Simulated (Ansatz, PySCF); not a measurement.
Gas-phase reaction (SMILES): C=CCCC(C)C [5-methylhex-1-ene] → [CH3] (CH3) + C=CCC[CH]C; the C-C bond at the site shown breaks (other sites are not compared here).

Geometries: B3LYP-D3(BJ)/def2-TZVP minima from Ansatz (an electronic-structure program), one conformer each, not searched for the lowest. Correlated levels leave the core frozen unless marked. Open shells are spin-unrestricted. No spin-orbit coupling. Non-relativistic. Basis-set limits of correlation are two-point, X^-3; Hartree-Fock from the larger set. [CCSD(T)-MP2]/basis is that difference in the basis named. Thermal terms are rigid-rotor harmonic-oscillator values from B3LYP-D3(BJ) frequencies (Ansatz or PySCF) at 298.15 K and 1 atm. 1 Eh = 627.5095 kcal/mol.

```tsv
species	E, RI-MP2/CBS(cc-pVTZ,cc-pVQZ)+[CCSD(T)-MP2]/cc-pVTZ (Ansatz) (Eh)	E, PBE/def2-TZVPD (Ansatz) (Eh)	H - E (Eh)
C=CCCC(C)C	-274.78689	-274.85683	0.20326
[CH3] (CH3)	-39.78133	-39.78820	0.03371
C=CCC[CH]C	-234.85401	-234.92652	0.15954
```

Problem. Work out ΔE and ΔH at 298.15 K at the first level, then ΔH at the second.

Solution. 
1. ΔE = [(-39.78133) + (-234.85401)] - [(-274.78689)] = 0.15155 Eh = 95.1 kcal/mol at RI-MP2/CBS(cc-pVTZ,cc-pVQZ)+[CCSD(T)-MP2]/cc-pVTZ.
2. The terms H - E add up to -0.01001 Eh, so ΔH = (0.15155 + (-0.01001))×627.5095 = 88.8 kcal/mol.
3. At PBE/def2-TZVPD the same steps give ΔE = 89.2 and ΔH = 82.9 kcal/mol, a shift of -5.9 from the first level.
4. These values are not checked against measurement here, since the tables used lack a sound gas-phase enthalpy of formation for at least one species.
